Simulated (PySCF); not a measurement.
**Dipole moment and polarisability of `CCC[Si@@H](Cl)[GeH3]`**

Species: C3H11ClGeSi.
Cartesian coordinates in Å at the GFN2-xTB level; atoms count from 1:
```xyz
17
C3H11ClGeSi angstrom
C     -2.426    0.858    0.079
C     -0.958    0.577    0.372
C     -0.603   -0.894    0.173
Si     1.254   -1.215    0.450
Cl     1.720   -3.070   -0.212
Ge     2.503    0.370   -0.736
H     -3.065    0.266    0.731
H     -2.663    0.606   -0.953
H     -2.655    1.909    0.237
H     -0.729    0.870    1.399
H     -0.337    1.189   -0.293
H     -1.203   -1.504    0.851
H     -0.883   -1.192   -0.841
H      1.560   -1.181    1.884
H      3.949    0.045   -0.944
H      2.001    0.657   -2.120
H      2.528    1.722   -0.087
```

Level: B3LYP/def2-SVPD (PySCF), static field, nuclei fixed, core orbitals frozen in the response. The polarisability tensor in these axes (au):

```
x   120.09  -3.19  -6.22
y    -3.19 117.08  -3.24
z    -6.22  -3.24  95.05
```

Give the principal values, the mean and the anisotropy Δα = √{½[(α1 − α2)² + (α2 − α3)² + (α1 − α3)²]}.

Principal values 92.95, 116.61 and 122.66 au; mean 110.74 au = 16.41 Å³ = 18.26 × 10⁻⁴⁰ C²·m²/J; Δα = 27.19 au (25 % of the mean).

What is the dipole moment, and where does it point?

(-1.40, 1.07, 0.56) D, 1.85 D in size, pointing from the negative to the positive side. Measured along this direction, the outermost atoms are H15 and Cl5 at the negative end and H9 at the positive end.

What molar refraction does this α imply?

Lorentz–Lorenz: R = (4π/3)N_A α = 2.5225 cm³/(mol·Å³) × 16.41 Å³ = 41.4 cm³/mol, in the limit of long wavelengths.

What depolarisation ratio follows for Rayleigh scattering of linearly polarised light, taking the static tensor?

ρ = 3Δα²/(45ᾱ² + 4Δα²) = 2217.6/(551854 + 2956.7) = 0.004.

What would n − 1 = 2πNα be for an ideal gas of these molecules at 500 K and 1 atm, electronic part alone?

N = p/kT = 1.4678 × 10¹⁹ cm⁻³, so n − 1 = 2π × N × 16.41 × 10⁻²⁴ cm³ = 1513 × 10⁻⁶ at long wavelengths, for an ideal gas.

Directions of the eigenvectors, and the extent of the frame along each?

Largest value along (0.89, -0.42, -0.15), where the nuclei span 6.87 Å; middle along (0.38, 0.89, -0.24), 4.55 Å; least along (0.24, 0.16, 0.96), 3.44 Å. The response follows the extents in order.

Find the Langevin capture rate constant for O2+ (31.990 u) meeting this molecule (183.953 u), k = 2.342 × 10⁻⁹ cm³/s × √(α in Å³ / reduced mass in u).

The reduced mass is 27.25 u, so k = 1.82 × 10⁻⁹ cm³/s. The formula leaves out the permanent dipole, which adds to the capture rate.

One conformer (not necessarily the lowest) at the GFN2-xTB geometry, without solvent, vibrations or thermal averaging. The calculation is non-relativistic, for germanium too.
